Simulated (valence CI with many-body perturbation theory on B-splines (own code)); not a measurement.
Hyperfine factors and g values of Re³⁶⁺

Computed by configuration interaction combined with many-body perturbation theory (CI+MBPT): three valence electrons over a frozen Dirac-Fock core [Kr], a basis of 9 s, 9 p, 10 d, 8 f, 5 g, 3 h, 1 i functions for each j, with the one-electron correlation potential Σ1, the two-electron term Σ2, the three-electron term Σ3, Breit, model QED; selected CI, second order for the rest (own B-spline code, finite nucleus).

The last digits are not significant, and no measured levels were compared; by estimate large intervals hold to a few tenths of a per cent, small ones and those within an open d or f shell to about a per cent. Only levels of the ground parity were solved; by the run's estimate the other parity begins above the list, which can be wrong where configurations are misplaced.

A/g_I is the dipole constant over the nuclear g factor μ/I (μ in nuclear magnetons, uniformly magnetised nucleus), B/Q the quadrupole constant per barn. Both hold the static response of the core; the bare values leave it out. Large factors of s and p1/2 electrons are usually good to 5 to 10 %; those of open d and f shells near neutrality can be off by tens of per cent, and small factors of p3/2, d and f electrons come from cancelling terms and can be off by a factor of two or in sign, in half-filled shells by more. B is blank for J = 1/2, where it vanishes, and for nearly pure S terms. Energies count from the lowest level.

Levels are named by their leading jj configuration (3d3/2^4 stands for four electrons in 3d with j = 3/2), which in mixed levels can hold well under half, so a name can repeat and another be missing. Letters in brackets count levels of one name in rising energy.

```csv
Level,E (cm⁻¹),g,A/g_I (MHz),A/g_I bare,B/Q (MHz/b),B/Q bare
(4d3/2^3) J=3/2,0,0.693,28800,27700,-17100,-16600
(4d3/2^2 4d5/2) J=5/2 [a],132210,1.053,16000,15900,-9160,-8880
(4d3/2^2 4d5/2) J=3/2,151860,1.201,12500,12700,-4190,-4040
(4d3/2^2 4d5/2) J=7/2,163850,1.055,17200,17100,6100,5850
(4d3/2^2 4d5/2) J=9/2,166520,1.049,17900,17700,19800,19000
(4d3/2^2 4d5/2) J=1/2,168180,1.856,-14000,-12100,,
(4d3/2^2 4d5/2) J=5/2 [b],234370,1.293,9510,9950,28400,27400
(4d3/2 4d5/2^2) J=7/2 [a],294110,1.106,13100,13100,-1030,-1010
(4d3/2 4d5/2^2) J=9/2,308250,1.138,13400,13500,6000,5720
(4d3/2 4d5/2^2) J=3/2 [a],322210,1.128,15000,15100,-17900,-17300
(4d3/2 4d5/2^2) J=1/2,331330,1.473,-5680,-4700,,
(4d3/2 4d5/2^2) J=5/2 [a],337710,1.255,5010,5410,23900,23000
(4d3/2 4d5/2^2) J=11/2,339130,1.087,15300,15200,38200,36800
(4d3/2 4d5/2^2) J=5/2 [b],361120,1.103,16100,16100,-8390,-8090
(4d3/2 4d5/2^2) J=7/2 [b],366010,1.097,15700,15600,7800,7570
(4d3/2 4d5/2^2) J=3/2 [b],422690,0.932,24400,23900,22300,21500
(4d5/2^3) J=9/2,468430,1.154,11000,11100,3760,3630
(4d5/2^3) J=3/2,511450,1.091,12700,12700,3570,3430
(4d5/2^3) J=5/2,543730,1.163,11000,11200,3630,3500
```

(1) Take the isotope of mass number 187, with I = 5/2, μ = 3.209 μN and Q = 1.94 b. What is the hyperfine structure of (4d3/2^2 4d5/2) J=1/2?

## Answers

(1) From the table A = -18000 MHz. Shifts from the centre of gravity in MHz: F = 2: 31500, F = 3: -22500.
